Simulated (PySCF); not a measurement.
Energy of a gas-phase reaction

Reaction: In(OH)(CH3)2 + V(=O)Cl2OH → V(=O)Cl2OIn(CH3)2 + water. Separate species in the gas phase, each in one low structure relaxed by PBE0-D3(BJ)/def2-SVP, with no frequency check at that level.

```tsv
species	role	SMILES	charge	multiplicity
In(OH)(CH3)2	reactant	[CH3][In]([CH3])[OH]	0	1
V(=O)Cl2OH	reactant	[O]=[V]([OH])([Cl])[Cl]	0	1
V(=O)Cl2OIn(CH3)2	product	[CH3][In]([CH3])[O][V](=[O])([Cl])[Cl]	0	1
water	product	O	0	1
```

(1) Is the reaction downhill in energy? Give ΔE by level.

Answers

(1) PBE0-D3(BJ)/def2-SVP -25.6, wB97X-D3(BJ)/def2-SVP -30.2 kcal/mol (PySCF), so it is downhill. These are electronic energies, without barriers or thermal terms.

Atoms past Kr carry effective core potentials.

The 2 runs behind this took 61 s in all, one thread each of Arm Neoverse V1 on a shared host, launched as `OMP_NUM_THREADS=1 python cluster_run.py task.json out`.
